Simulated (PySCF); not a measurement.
**The second ionisation energy along the 3d series**

All values are computed (PySCF 2.14, energy differences of UHF-based or UKS calculations, no spin-orbit coupling). Values in eV. The last column holds reference values (NIST; (s) semi-empirical, (t) theoretical, else measured). Unmarked ones compare directly (S terms, centres of terms, or small fine structure); those marked * lie between the lowest fine-structure levels and include a spin-orbit shift.

```json
{"element": "Sc (cc-pVDZ, non-relativistic)", "configurations": "[Ar] 3d1 4s1 → [Ar] 3d1", "UHF": "12.167", "MP2 (valence)": "12.232", "SCS-MP2 (valence)": "12.189", "reference": "12.800 *"}
{"element": "Ti (cc-pVDZ, non-relativistic)", "configurations": "[Ar] 3d2 4s1 → [Ar] 3d2", "UHF": "12.867", "MP2 (valence)": "13.009", "SCS-MP2 (valence)": "12.914", "reference": "13.575 *"}
{"element": "V (cc-pVDZ, non-relativistic)", "configurations": "[Ar] 3d4 → [Ar] 3d3", "UHF": "13.317", "MP2 (valence)": "14.000", "SCS-MP2 (valence)": "13.545", "reference": "14.634 ± 0.007 *"}
{"element": "Mn (cc-pVDZ, non-relativistic)", "configurations": "[Ar] 3d5 4s1 → [Ar] 3d5", "UHF": "14.718", "MP2 (valence)": "15.095", "SCS-MP2 (valence)": "14.844", "reference": "15.640"}
{"element": "Fe (cc-pVDZ, non-relativistic)", "configurations": "[Ar] 3d6 4s1 → [Ar] 3d6", "UHF": "15.147", "MP2 (valence)": "15.643", "SCS-MP2 (valence)": "15.430", "reference": "16.199 *"}
{"element": "Co (cc-pVDZ, non-relativistic)", "configurations": "[Ar] 3d8 → [Ar] 3d7", "UHF": "14.395", "MP2 (valence)": "16.830", "SCS-MP2 (valence)": "16.687", "reference": "17.084 *"}
{"element": "Ni (cc-pVDZ, non-relativistic)", "configurations": "[Ar] 3d9 → [Ar] 3d8", "UHF": "15.263", "MP2 (valence)": "18.247", "SCS-MP2 (valence)": "17.933", "reference": "18.169 *"}
{"element": "Cu (cc-pVDZ-PP with ECP10MDF, ECP)", "configurations": "[Ar] 3d10 → [Ar] 3d9", "UHF": "17.169", "MP2 (valence)": "20.305", "SCS-MP2 (valence)": "19.913", "reference": "20.292 *"}
{"element": "Zn (cc-pVDZ-PP with ECP10MDF, ECP)", "configurations": "[Ar] 3d10 4s1 → [Ar] 3d10", "UHF": "16.760", "MP2 (valence)": "17.373", "SCS-MP2 (valence)": "17.266", "reference": "17.964"}
```

"Valence" correlates the outer s and p shells and, in groups 3 to 12 and the f block, the outer d or f shell, open or full, or the next shell where the ion has no valence electron left; the wider scheme adds the next inner shell.
